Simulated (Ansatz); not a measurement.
Species: C2H7O2Si (charge 0, doublet). It need not be the lowest isomer of its formula. 
Structure (B3LYP-D3(BJ)/def2-TZVP (Ansatz, a first-principles code) minimum search):
SMILES: C[Si](C)([O])O
```xyz
12

Si     0.0225     0.0636     0.0448
C      1.5208    -1.0399     0.0865
C     -1.5224    -0.7813    -0.6219
O     -0.4855     0.4613     1.5685
O      0.4597     1.3576    -0.8785
H      1.3062    -1.9606     0.6297
H      2.3559    -0.5350     0.5737
H      1.8246    -1.2913    -0.9315
H     -1.3285    -1.0431    -1.6655
H     -2.3884    -0.1204    -0.5845
H     -1.7496    -1.6876    -0.0617
H     -0.1197     2.1234    -0.8951
```
Charge 0, spin multiplicity 2.

Quantity: atomisation energy (electronic, to ground-state atoms), in eV. Valence correlation only, unless marked. Open shells are spin-unrestricted. No spin-orbit coupling. Non-relativistic. The coupled-cluster limit lacks core correlation, which all-electron functionals hold. Basis-set limits of correlation are two-point, X^-3; Hartree-Fock from the larger set. The bracket is a focal-point correction in the basis named.

```
level           program  atomisation energy (eV)
--------------  -------  -----------------------
HF/6-31G*        Ansatz                    34.47
HF/cc-pV(T+d)Z   Ansatz                    35.22
```

### Question
Predict the RI-MP2/CBS(cc-pV(T+d)Z,cc-pV(Q+d)Z)+[CCSD(T)-MP2]/cc-pV(T+d)Z result (Ansatz).

### Answer
47.54 eV, so HF/cc-pV(T+d)Z differs from it by -12.32 eV.
